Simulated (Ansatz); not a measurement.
`[NH2][Al]([NH2])[Cl]`. Total charge 0; spin multiplicity 1.

Z-matrix (Å, degrees):
```
N
Al 1 1.758
H 1 1.006 2 123.6
H 1 1.006 2 125.8 3 -180.0
N 2 1.758 1 123.5 3 -180.0
Cl 2 2.099 1 118.2 3 0.0
H 5 1.006 2 125.8 1 0.0
H 5 1.006 2 123.6 1 180.0
```

Problem. List the harmonic frequencies (cm⁻¹, unscaled) at PBE0-D4/def2-TZVP in Ansatz. (Estimate.)

Solution. The calculation gave: 168, 186, 246, 247, 332, 350, 377, 479, 622, 692, 806, 910, 1560, 1570, 3620, 3622, 3712, 3712.

Problem. Is this a minimum?

Solution. Yes, all 18 modes are real.

Problem. Give the ideal-gas thermochemistry at 298.15 K and 1 bar (rigid rotor, harmonic oscillator; point group C2v, symmetry number 2).

Solution. Zero-point energy 138.8 kJ/mol; H(298) − E = 159.0 kJ/mol; entropy 327.3 J/(mol·K), of which translation 165.6, rotation 105.2, vibration 56.5; G(298) − E = 61.4 kJ/mol.

Problem. And at 400, 500, 600, 800 and 1000 K?

Solution. 
```
T (K)  H − E (kJ/mol)  S (J/mol/K)  G − E (kJ/mol)
  400           170.0        359.0            26.4
  500           181.8        385.3           -10.8
  600           194.3        408.1           -50.5
  800           221.0        446.4          -136.1
 1000           249.2        477.8          -228.6
```
